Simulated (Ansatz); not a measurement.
Consider the hydrogenolysis of a C–Si bond: `BO[SiH](F)C=C` + H₂ → `C=C` + `BO[SiH2]F`.

Gas-phase electronic energies from Ansatz, PBE0-D4/def2-TZVP geometries. CBS: MP2 limit from def2 TZ/QZ plus the TZ coupled-cluster correction, frozen cores. This one scheme is used for every species. DFT in def2-TZVPP. One conformer a species, not always the lowest.

Is it downhill or uphill in electronic energy at CCSD(T)/CBS, and by how much? (An estimate is asked.)

Computed: Downhill: ΔE = -6.7 kJ/mol.

What do these levels give: PBE-D4, r2SCAN-D4, PBE0-D4, ωB97X-V, ωB97M-V, PBE, r2SCAN, PBE0, MP2/def2-TZVPP, SCS-MP2/def2-QZVPP, MP2/CBS(def2), CCSD/CBS(def2)? (Estimate.)

Ansatz gave: PBE-D4 -1.7, r2SCAN-D4 -2.4, PBE0-D4 -5.2, ωB97X-V -8.4, ωB97M-V -5.8, PBE -8.7, r2SCAN -4.5, PBE0 -11.5, MP2/def2-TZVPP -3.5, SCS-MP2/def2-QZVPP -9.2, MP2/CBS(def2) -1.7, CCSD/CBS(def2) -11.5 kJ/mol.

Largest T1 diagnostic among the species: 0.013.

In def2-TZVPP, CCSD(T) changes the Hartree–Fock value by +22.6 kJ/mol (the triples alone add +4.9 kJ/mol) and MP2 by +27.6 kJ/mol. The D4 term adds +11.1 kJ/mol with B3LYP and +6.3 kJ/mol with PBE0; it sums over pairs of atoms, weighted by their polarisabilities, and B3LYP, whose exchange is more repulsive, gets the larger term.

B3LYP here is the variant with VWN-RPA as its local correlation; programs differ in this.
